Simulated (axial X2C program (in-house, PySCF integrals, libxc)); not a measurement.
**Bond lengths and stretching modes, held linear, of NGaN**

Calculated with an in-house all-electron X2C program for linear molecules (integrals from PySCF): two-component X2C with atomic mean-field Coulomb and Gaunt terms, Gaussian nuclei, basis N dyall-av3z, Ga dyall-v3z with contracted cores. Spin-free rows use the one-electron spin-free X2C Hamiltonian.

Masses N 14.003, Ga 68.926, N 14.003 u. States: 2c Ω = 5/2 (beyond evenly filled blocks: ω = -1/2, 2 × ω = 3/2); spin-free M_S = 3/2, Λ = 1 (beyond evenly filled blocks: 2 × π+α, π+β, 2 × π-α).

PBE0, spin-free: energies above the lowest point

```
r(N–Ga) (Å)  r(Ga–N) (Å)  E (meV)
     1.7511       1.7511    46.86
     1.7511       1.7960    19.25
     1.7511       1.8409    28.56
     1.7960       1.7511    19.25
     1.7960       1.7960     0.00
     1.7960       1.8409    17.40
     1.7960       1.8858    62.06
     1.8409       1.7511    28.56
     1.8409       1.7960    17.40
     1.8409       1.8409    42.99
     1.8858       1.7960    62.06
     1.8858       1.8858   156.24
```

**Question.** Fit a quadratic surface with cubic terms in each bond: where is the minimum, and what are the two stretching wavenumbers?

**Answer.** At PBE0, spin-free: bonds 1.795 and 1.795 Å; harmonic stretches 624.0 and 657.9 cm⁻¹; force constants 2.93, 2.93 and coupling 0.64 mdyn/Å.

The other levels and Hamiltonians give:

```tsv
Hamiltonian	level	r(N–Ga) (Å)	r(Ga–N) (Å)	lower stretch (cm⁻¹)	upper stretch (cm⁻¹)
2c	PBE0	1.795	1.795	625.8	657.8
2c	HF	1.828	1.828	617.8	662.8
2c	TPSSh	1.804	1.804	643.4	656.9
spin-free	HF	1.828	1.828	618.5	661.8
spin-free	TPSSh	1.804	1.804	643.3	656.4
```

Each state is one determinant, the lowest of a limited PBE0 search; the stretches come from a fit to these few points and carry an uncertainty of a few per cent. Other orders of the atoms were not compared. Left out for rough or failed fits: MP2 2c, MP2 spin-free. The molecule was held linear; bending was not examined, so a bent shape may lie lower. Note: functional without a current term on a determinant with orbital currents, of the molecule or an atom. Note: several unpaired electrons, one determinant need not be a pure state.
